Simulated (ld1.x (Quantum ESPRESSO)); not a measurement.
Zn (Z = 30): one change to a TM potential, before and after

ld1.x (Quantum ESPRESSO) 7.5 input, shortened:

```
&input
   title='Zn', zed=30., rel=1, dft='PZ', iswitch=3,
   config='[Ar] 3d10 4s1.75 4p0'
 /
 &inputp
   pseudotype=2, tm=.true., lloc=-1, rcloc=0.95,
   nlcc=.false.
 /
3
4S  1  0   1.75   0.00  2.10  2.10  0.0
3P  2  1   6.00   0.00  1.15  1.15  0.0
3D  3  2  10.00   0.00  0.95  0.95  0.0
 &test
   configts(1)='3p6 3d10 4s1.75 4p0'
 /
```

Change: wave 4s (bound): rc 2.10 bohr becomes 4s (bound): rc 2.02 bohr.

Cutoffs: the cutoffs (Ry, on a coarse ladder) from which the occupation-weighted sum of valence levels, in a spherical-Bessel basis at the reference potential, stays within 10 and 1 mRy of its value at 400 Ry; they do not see the model core or the augmentation charge, which bear on the density cutoff. Errors are all-electron minus pseudo energies relative to the spin-unpolarised reference configuration.

How do hardness, ghosts and transferability respond?

Both files keep a bound ghost (s); of the 9 tests that both files solve, the error grows in 2 and shrinks in 1 by more than 15 % and 0.3 meV (median size 3.8 → 3.9 meV).

```csv
quantity,base,changed
"cutoff, loose",260 Ry,260 Ry
"cutoff, tight",over 300 Ry,over 300 Ry
bound ghosts,s,s
"error for 3p6 3d10 4s2 4p0, meV [ΔE -1.79 eV]",+0.2,+0.2
"error for 3p6 3d10 4s1 4p0, meV [ΔE 8.40 eV]",-3.8,-3.9
"error for 3p6 3d10 4s0 4p0, meV [ΔE 27.16 eV]",-33,-33
"error for 3p6 3d10 4s0 4p2, meV [ΔE 8.96 eV]",+17,+17
"error for 3p5 3d10 4s2 4p0, meV [ΔE 90.12 eV]",-57,-67
"error for 3p6 3d9 4s2 4p0, meV [ΔE 16.41 eV]",-36,-44
"error for 3p6 3d10 4s0 4p1, meV [ΔE 14.82 eV]",+2.9,+3.0
"error for 3p6 3d10 4s1.75 4p0 (spin-polarised), meV [ΔE -0.01 eV]",+0.1,+0.1
"error for 3p6 3d10 4s1 4p0 (spin-polarised), meV [ΔE 8.15 eV]",-2.4,-1.8
```

 A true bound ghost makes a file unfit for plane-wave use even where its test errors are small: the radial tests pick states by their node count and pass the ghost by.
